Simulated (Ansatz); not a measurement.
Born–Oppenheimer molecular dynamics of HTe (2 atoms, charge 0, multiplicity 2). It goes on from the last frame of an earlier run, with new velocities.

Theory: Ansatz, UKS PBE/def2-TZVP.

```yaml
ensemble: NVE (velocity Verlet)
time_step: 0.5 fs
steps_asked: 100
starting_velocities_drawn_for: 300 K
masses: H 2.014 u
seed: 617737
```

First frame:

```xyz
2
Properties=species:S:1:pos:R:3
Te -0.698 0.204 -0.368
H 0.689 -0.251 0.352
```

Problem. What does the run give?

Solution. The run went to its last step.

```yaml
steps_done: 100
time_covered: 50 fs
mean_temperature_over_the_second_half: 334 K
spread_of_the_potential_energy_over_the_second_half: 5.6 meV per atom
mean_potential_energy_of_the_second_half_above_the_start: -0.7 meV per atom
```

The conserved energy stayed within 0.042 meV per atom of its start (net change 0.003 meV per atom), so the integration is sound. A run of 0.05 ps of so small a system gives no equilibrium averages.

Problem. What happens to the structure?

Solution. The same pairs are bonded in the first frame and the last. Pairs count as bonded within 1.25 times the sum of covalent radii (0.12 Å more for H–H). Another seed would give other details.

Problem. How do temperature and energy run in time?

Solution. 
| time (fs) | T (K) | potential energy less start (eV) | conserved less start (meV/atom) |
| --- | --- | --- | --- |
| 0.0 | 300 | 0.000 | 0.00 |
| 2.5 | 2 | 0.013 | 0.04 |
| 5.0 | 378 | -0.003 | -0.01 |
| 7.5 | 724 | -0.018 | -0.04 |
| 10.0 | 475 | -0.008 | -0.01 |
| 12.5 | 63 | 0.010 | 0.02 |
| 15.0 | 76 | 0.010 | 0.02 |
| 17.5 | 496 | -0.008 | -0.01 |
| 20.0 | 721 | -0.018 | -0.04 |
| 22.5 | 352 | -0.002 | -0.01 |
| 25.0 | 0 | 0.013 | 0.04 |
| 27.5 | 326 | -0.001 | 0.00 |
| 30.0 | 716 | -0.018 | -0.04 |
| 32.5 | 518 | -0.009 | -0.02 |
| 35.0 | 91 | 0.009 | 0.02 |
| 37.5 | 51 | 0.011 | 0.03 |
| 40.0 | 453 | -0.007 | -0.01 |
| 42.5 | 725 | -0.018 | -0.04 |
| 45.0 | 404 | -0.004 | -0.01 |
| 47.5 | 6 | 0.013 | 0.04 |
| 50.0 | 274 | 0.001 | 0.00 |

Run time: 2.1 min on 1 CPU thread of a shared host.
